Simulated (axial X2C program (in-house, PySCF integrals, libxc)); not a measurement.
Spin–orbit effects down a group: molecules with Te, PBE0

Computed with an axial X2C code built on PySCF integrals, spin-free (one-electron X2C) or two-component (2c: spin–orbit coupling with atomic mean-field Coulomb and Gaunt terms, which also bring small scalar terms), in Dyall basis sets with cores contracted in-house; open shells are unrestricted.

Basis sets: C dyall-v3z, Ge dyall-cv3z, Si dyall-v3z, Sn dyall-cv3z, Te dyall-cv3z.

```json
{"molecule": "TeC", "spin-free state": "M_S = 0, Λ = 0", "Re (Å)": "1.882", "ωe (cm⁻¹)": "905.2", "De (eV)": "4.70", "2c state": "Ω = 0", "Re 2c (Å)": "1.885", "ωe 2c (cm⁻¹)": "898.6", "De 2c (eV)": "4.45"}
{"molecule": "SiTe", "spin-free state": "M_S = 0, Λ = 0", "Re (Å)": "2.273", "ωe (cm⁻¹)": "495.3", "De (eV)": "4.59", "2c state": "Ω = 0", "Re 2c (Å)": "2.276", "ωe 2c (cm⁻¹)": "491.6", "De 2c (eV)": "4.34"}
{"molecule": "GeTe", "spin-free state": "M_S = 0, Λ = 0", "Re (Å)": "2.336", "ωe (cm⁻¹)": "332.5", "De (eV)": "4.34", "2c state": "Ω = 0", "Re 2c (Å)": "2.340", "ωe 2c (cm⁻¹)": "329.7", "De 2c (eV)": "n/a"}
{"molecule": "SnTe", "spin-free state": "M_S = 0, Λ = 0", "Re (Å)": "2.521", "ωe (cm⁻¹)": "267.2", "De (eV)": "4.02", "2c state": "Ω = 0", "Re 2c (Å)": "2.525", "ωe 2c (cm⁻¹)": "264.1", "De 2c (eV)": "n/a"}
```

Task: Work out the shifts from the spin-free to the two-component result.

Result: 

| molecule | 2c state | ΔRe (Å) | Δωe (cm⁻¹) | ΔDe (eV) |
| --- | --- | --- | --- | --- |
| TeC | Ω = 0 | 0.003 | -6.6 | -0.25 |
| SiTe | Ω = 0 | 0.003 | -3.7 | -0.25 |
| GeTe | Ω = 0 | 0.004 | -2.8 | n/a |
| SnTe | Ω = 0 | 0.004 | -3.1 | n/a |

Shifts of one unit in the last digit are rounding.

Each entry is the lowest single determinant of a limited PBE0 search at one distance. De goes to single-determinant-based atoms at the same level (for ions the charge split of lowest energy) and is withheld (n/a) where an atom does not fit its ground term or J level. Main or longest-lived isotopes. Some light 2c atoms are not at their ground J level, so De misses part of their lowering (0.04 eV or less). The functionals have no current term, which raises determinants with orbital currents.
